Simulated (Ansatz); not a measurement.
Mulliken charges of F4H2In2 (`[F][In@H-]1[F+][In@@H-]([F])[F+]1`) from B3LYP/def2-TZVPP in Ansatz (PBE0-D4/def2-TZVP geometry).

```json
{"atom": "F1", "x (Å)": "2.415", "y (Å)": "-1.181", "z (Å)": "0.607", "charge (e)": "-0.468"}
{"atom": "In2", "x (Å)": "1.503", "y (Å)": "0.513", "z (Å)": "0.527", "charge (e)": "1.058"}
{"atom": "F3", "x (Å)": "0.336", "y (Å)": "0.306", "z (Å)": "-1.228", "charge (e)": "-0.522"}
{"atom": "In4", "x (Å)": "-1.557", "y (Å)": "-0.326", "z (Å)": "-0.520", "charge (e)": "1.058"}
{"atom": "F5", "x (Å)": "-1.442", "y (Å)": "-2.238", "z (Å)": "-0.713", "charge (e)": "-0.468"}
{"atom": "F6", "x (Å)": "-0.427", "y (Å)": "0.012", "z (Å)": "1.239", "charge (e)": "-0.522"}
{"atom": "H7", "x (Å)": "1.942", "y (Å)": "2.102", "z (Å)": "0.851", "charge (e)": "-0.068"}
{"atom": "H8", "x (Å)": "-2.770", "y (Å)": "0.811", "z (Å)": "-0.762", "charge (e)": "-0.068"}
```

**Question.** By hand: the dipole of these point charges (1 e Å = 4.8032 D).

**Answer.** Σ q r = (-0.409, 1.434, 0.045) e Å, of length 1.492 e Å = 7.17 D.

**Question.** How does the dipole of the full density compare? (An estimate is asked.)

**Answer.** Computed: (-0.288, 1.010, 0.032) e Å, 5.05 D; the point charges give 1.42 times that, at 0° from its direction.

Point charges leave out the atoms' own dipoles, such as those of lone pairs, and Mulliken's split depends on the basis, so the two needn't agree.

B3LYP here is the variant with VWN-RPA as its local correlation; programs differ in this.
